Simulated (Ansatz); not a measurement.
Basis sets compared for the cluster Ge₅H₃ (the lowest doublet isomer of a short search). The state is a doublet with charge 0. Geometry PBE0-D4/def2-SVP. Ansatz on 4 threads of Intel Xeon on a shared host; times are rough, and most runs start from earlier orbitals.

```
atom   x (Å)   y (Å)   z (Å)
 Ge1   0.078  -2.083   0.359
 Ge2  -0.229  -0.289  -1.896
 Ge3  -1.552  -0.213   0.255
 Ge4  -0.481   1.844   0.986
 Ge5   1.241   0.117   0.524
  H6  -0.615   2.120   2.522
  H7   0.283  -1.886  -1.526
  H8   1.275   0.389  -1.225
```

The 6-31G sets use Cartesian d functions. The structure comes from a short search, and lower isomers may exist.

Binding counts from free atoms (Ge triplet, H doublet) in the same basis, without a counterpoise term.

```
            level  functions  energy (Eh)  HOMO (eV)  LUMO (eV)  binding per atom (eV)  wall time
         HF/6-31G        151  -10376.8125      -7.55      -0.72                   1.26       29 s
    HF/def2-TZVPD        297  -10378.5587      -7.52      -0.47                   1.54       74 s
  PBE-D4/def2-SVP        175  -10384.0126      -4.79      -4.13                   2.76      7.5 s
PBE-D4/def2-TZVPD        297  -10385.3246      -4.80      -4.13                   2.78       20 s
 PBE0-D4/def2-SVP        175  -10384.2605      -5.73      -3.54                   2.67       18 s
```

Question: Estimate the rows for HF/def2-TZVP, PBE-D4/def2-TZVP, PBE0-D4/def2-TZVP.

Answer: 
```tsv
level	functions	energy (Eh)	HOMO (eV)	LUMO (eV)	binding per atom (eV)	wall time
HF/def2-TZVP	258	-10378.5564	-7.51	-0.37	1.54	49 s
PBE-D4/def2-TZVP	258	-10385.3226	-4.78	-4.11	2.77	13 s
PBE0-D4/def2-TZVP	258	-10385.5683	-5.69	-3.49	2.68	35 s
```
